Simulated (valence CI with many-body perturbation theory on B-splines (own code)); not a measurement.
# Energy levels of Nb¹⁰⁺

Calculated by relativistic CI+MBPT: three valence electrons over a frozen Dirac-Fock core [Ar] 3d10, a basis of 11 s, 11 p, 9 d, 7 f, 5 g, 2 h, 1 i functions for each j, with the one-electron correlation potential Σ1 (screened to all orders), the two-electron term Σ2, the three-electron term Σ3, Breit, model QED; selected single and double excitations, second order for the rest, scaled by the run's own slope (own B-spline code, finite nucleus).

No measured spectrum was set against this ion. As an estimate, levels hold to about 250 cm⁻¹ or 0.2 % of their energy and the worst to 1 %, as in measured heavy ions of charge 2 to 7; those with d or f electrons hold less well.

Levels 1 to 45 of 71, with energies above the lowest level, 4s²4p ²P°_1/2. "Leading %" is the weight of the configuration and term that name the level; weights of strongly mixed levels are sums over their largest components and can fall short. Lifetimes count E1, E2, E3, M1 and M2 decay at the calculated energies, and are blank where another channel may lead or the interval is too uncertain; long ones can be off by a factor of two.

| No. | Configuration | Term | J | E (cm⁻¹) | Leading % | Lifetime | Second component | g |
| --- | --- | --- | --- | --- | --- | --- | --- | --- |
| 1 | 4s²4p | ²P° | 1/2 | 0 | 98 |  |  | 0.665 |
| 2 | 4s²4p | ²P° | 3/2 | 23922 | 98 | 8.07 ms |  | 1.334 |
| 3 | 4s4p² | ⁴P | 1/2 | 182110 | 96 | 6.52 ns |  | 2.639 |
| 4 | 4s4p² | ⁴P | 3/2 | 193370 | 99 | 38.4 ns |  | 1.727 |
| 5 | 4s4p² | ⁴P | 5/2 | 204380 | 92 | 7.22 ns | 7 % 4s4p² ²D | 1.570 |
| 6 | 4s4p² | ²D | 3/2 | 240920 | 90 | 226 ps | 6 % 4s²4d ²D | 0.819 |
| 7 | 4s4p² | ²D | 5/2 | 246070 | 86 | 371 ps | 8 % 4s4p² ⁴P | 1.231 |
| 8 | 4s4p² | ²S | 1/2 | 275240 | 49 | 41.8 ps | 46 % 4s4p² ²P | 1.391 |
| 9 | 4s4p² | ²P | 1/2 | 299410 | 51 | 37.8 ps | 46 % 4s4p² ²S | 1.307 |
| 10 | 4s4p² | ²P | 3/2 | 305590 | 95 | 25.8 ps |  | 1.320 |
| 11 | 4s²4d | ²D | 3/2 | 390180 | 92 | 15.0 ps | 6 % 4s4p² ²D | 0.800 |
| 12 | 4s²4d | ²D | 5/2 | 393690 | 92 | 16.9 ps | 5 % 4s4p² ²D | 1.200 |
| 13 | 4p³ | ⁴S° | 3/2 | 456170 | 45 | 49.0 ps | 30 % 4p³ ²D° | 1.443 |
| 14 | 4p³ | ⁴S° | 3/2 | 467200 | 46 | 49.4 ps | 44 % 4p³ ²D° | 1.364 |
| 15 | 4p³ | ²D° | 5/2 | 469270 | 83 | 132 ps | 16 % 4s4p4d ²D° | 1.200 |
| 16 | 4p³ | ²P° | 1/2 | 503840 | 89 | 54.7 ps | 9 % 4s4p4d ²P° | 0.665 |
| 17 | 4p³ | ²P° | 3/2 | 514160 | 70 | 54.9 ps | 8 % 4p³ ²D° | 1.325 |
| 18 | 4s4p4d | ⁴F° | 3/2 | 536900 | 96 | 762 ps |  | 0.416 |
| 19 | 4s4p4d | ⁴F° | 5/2 | 541910 | 95 | 552 ps |  | 1.036 |
| 20 | 4s4p4d | ⁴F° | 7/2 | 549670 | 95 | 465 ps |  | 1.243 |
| 21 | 4s4p4d | ⁴F° | 9/2 | 561410 | 100 |  |  | 1.334 |
| 22 | 4s4p4d | ⁴P° | 5/2 | 568790 | 64 | 21.1 ps | 21 % 4s4p4d ⁴D° | 1.492 |
| 23 | 4s4p4d | ⁴D° | 3/2 | 572240 | 52 | 16.3 ps | 42 % 4s4p4d ⁴P° | 1.406 |
| 24 | 4s4p4d | ⁴D° | 1/2 | 574380 | 83 | 13.5 ps | 14 % 4s4p4d ⁴P° | 0.396 |
| 25 | 4s4p4d | ⁴P° | 1/2 | 586670 | 85 | 19.7 ps | 14 % 4s4p4d ⁴D° | 2.280 |
| 26 | 4s4p4d | ⁴D° | 5/2 | 587300 | 64 | 15.2 ps | 21 % 4s4p4d ²D° | 1.316 |
| 27 | 4s4p4d | ⁴D° | 3/2 | 587330 | 43 | 16.6 ps | 36 % 4s4p4d ⁴P° | 1.302 |
| 28 | 4s4p4d | ⁴D° | 7/2 | 588080 | 94 | 13.9 ps |  | 1.419 |
| 29 | 4s4p4d | ²D° | 3/2 | 590020 | 64 | 21.9 ps | 22 % 4s4p4d ⁴P° | 1.019 |
| 30 | 4s4p4d | ²D° | 5/2 | 591810 | 44 | 22.8 ps | 29 % 4s4p4d ⁴P° | 1.294 |
| 31 | 4s4p4d | ²F° | 5/2 | 605180 | 82 | 36.6 ps | 14 % 4s4p4d ²D° | 0.920 |
| 32 | 4s4p4d | ²F° | 7/2 | 622730 | 98 | 42.4 ps |  | 1.143 |
| 33 | 4s4p4d | ²P° | 3/2 | 639460 | 75 | 13.5 ps | 14 % 4s4p4d ²D° | 1.258 |
| 34 | 4s4p4d | ²F° | 7/2 | 640540 | 79 | 14.1 ps | 17 % 4s²4f ²F° | 1.148 |
| 35 | 4s4p4d | ²F° | 5/2 | 642650 | 78 | 14.4 ps | 18 % 4s²4f ²F° | 0.862 |
| 36 | 4s4p4d | ²P° | 1/2 | 651700 | 91 | 15.5 ps | 6 % 4p³ ²P° | 0.663 |
| 37 | 4s4p4d | ²P° | 1/2 | 665540 | 92 | 12.8 ps |  | 0.660 |
| 38 | 4s²5s | ²S | 1/2 | 667010 | 97 | 9.50 ps |  | 2.002 |
| 39 | 4s4p4d | ²D° | 3/2 | 669190 | 50 | 10.9 ps | 45 % 4s4p4d ²P° | 1.048 |
| 40 | 4s4p4d | ²P° | 3/2 | 670540 | 61 | 11.3 ps | 30 % 4s4p4d ²D° | 1.152 |
| 41 | 4s4p4d | ²D° | 5/2 | 672640 | 88 | 9.18 ps | 7 % 4p³ ²D° | 1.193 |
| 42 | 4s²4f | ²F° | 7/2 | 739510 | 80 | 11.1 ps | 17 % 4s4p4d ²F° | 1.143 |
| 43 | 4s²4f | ²F° | 5/2 | 740170 | 79 | 10.6 ps | 18 % 4s4p4d ²F° | 0.857 |
| 44 | 4s²5p | ²P° | 1/2 | 756540 | 96 | 29.9 ps |  | 0.666 |
| 45 | 4s²5p | ²P° | 3/2 | 765340 | 96 | 30.3 ps |  | 1.334 |

Names give the largest LS component (configuration and term), which can be under half, so a name can repeat, a term be missing and a line seem to break the LS rules; names also repeat where a configuration has a term twice.

Where two levels of one J and parity lie close, their mixing, g and order are uncertain.

The ionisation energy to 4s² ¹S0 of the next ion comes out as 200.83 eV (NIST: 200.28 ± 0.06 eV (semi-empirical)). All 71 levels together are meant to be complete up to 872360 cm⁻¹.
